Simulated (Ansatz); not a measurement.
Input for Ansatz (an electronic-structure program): U-CCSD(T)/def2-TZVPP on BeB+, 2S+1 = 3, a spin state set in the input, which need not be the lowest, a point of a bond scan (R = 1.815 Å). Charge +1.

Ansatz 0.2 input:
```yaml
crystal:
  periodic: [false, false, false]
  atoms:
    - {symbol: Be, position_ang: [0.00000000, 0.00000000, 0.00000000]}
    - {symbol: B, position_ang: [0.00000000, 0.00000000, 1.81540400]}
basis:
  gaussian:
    orbitals: def2-TZVPP
    pivot_positions_ang: [[0.00000000, 0.00000000, 0.00000000], [0.00000000, 0.00000000, 1.81540400]]
total_charge: 1
magnetization: {spin_polarized: true, initial_magnetization: 2}
correlation: {method: ccsd_t, electrons: valence}
output: {orbitals: {seedname: ./end}}
```

It printed:

```
WARN ansatz: RAYON_NUM_THREADS=2 ignored (pool sized by the plan → 2); use --threads N
Functional definition: HF
integrals: 0.02 GiB planned
384 factors; integrals over basis functions are off by at most 3.2e-4 eV
mean field: 0.07 GiB planned
mean field evaluation 1: about -1056.7051 eV, gradient 7.0e0 eV
mean field evaluation 2: about -1056.7067 eV, gradient 7.0e0 eV
mean field evaluation 4: about -1057.3313 eV, gradient 1.4e0 eV
mean field evaluation 8: about -1057.4499 eV, gradient 2.7e-1 eV
mean field evaluation 16: about -1057.3290 eV, gradient 1.4e0 eV
mean field evaluation 32: about -1047.0810 eV, gradient 1.5e1 eV
mean field evaluation 64: about -1057.2731 eV, gradient 5.1e-1 eV
mean field evaluation 96: about -1057.4596 eV, gradient 1.1e-3 eV
mean field evaluation 128: about -1057.2644 eV, gradient 5.8e-3 eV
mean field evaluation 160: about -1053.0141 eV, gradient 2.3e-3 eV
mean field evaluation 192: about -1054.6480 eV, gradient 6.0e-4 eV
mean field evaluation 224: about -1055.5195 eV, gradient 6.4e-2 eV
mean field evaluation 256: about -1054.6480 eV, gradient 5.0e-4 eV
mean field evaluation 288: about -1056.8837 eV, gradient 1.9e0 eV
mean field -1057.45870544 eV, -38.8608906537 hartree, gradient 1.0e-6 eV, S^2 2.022434; 13 other end points of the search recorded, 0 dependent functions left out
determinant -1057.45870544 eV, -38.8608906537 hartree, with singles and doubles -1060.31318998 eV, -38.9657910257 hartree
determinant -1057.26438683 eV, -38.8537495763 hartree, with singles and doubles -1059.75268013 eV, -38.9451926688 hartree
determinant -1055.51970365 eV, -38.7896336523 hartree, with singles and doubles -1058.55192993 eV, -38.9010659126 hartree
determinant -1054.64800011 eV, -38.7575991381 hartree, with singles and doubles -1057.67742821 eV, -38.8689285674 hartree
determinant -1057.45870544 eV, -38.8608906537 hartree, with singles and doubles -1060.29404924 eV, -38.9650876164 hartree
determinant -1057.26438683 eV, -38.8537495763 hartree, with singles and doubles -1059.73773497 eV, -38.9446434441 hartree
determinant -1055.51970365 eV, -38.7896336523 hartree, with singles and doubles -1058.54556589 eV, -38.9008320384 hartree
determinant -1054.64800011 eV, -38.7575991381 hartree, with singles and doubles -1057.65140513 eV, -38.8679722365 hartree
1 core orbitals not correlated
reference -1057.45870544 eV, -38.8608906537 hartree; 4, 2 occupied and 45, 47 virtual orbitals, 384 factors
second order -2.22407363 eV of doubles, -0.00000000 eV of singles
coupled cluster: 0.11 GiB planned
cycle   1  -2.83479166 eV  change    5.5e-4 eV  update   1.5e-3
cycle   2  -2.83487597 eV  change   -8.4e-5 eV  update   1.1e-3
cycle   3  -2.83510393 eV  change   -2.3e-4 eV  update   5.1e-4
cycle   4  -2.83528105 eV  change   -1.8e-4 eV  update   2.8e-4
cycle   5  -2.83550800 eV  change   -2.3e-4 eV  update   9.0e-5
cycle   6  -2.83561032 eV  change   -1.0e-4 eV  update   1.8e-5
cycle   7  -2.83560999 eV  change    3.4e-7 eV  update   5.4e-6
perturbative correction -0.08161360 eV, -0.0029992445 hartree
Total energy: -1060.37592903 eV, -38.9680966432 hartree
```

The calculation finished and met its thresholds.

Cost: very roughly 2.3 core-seconds.
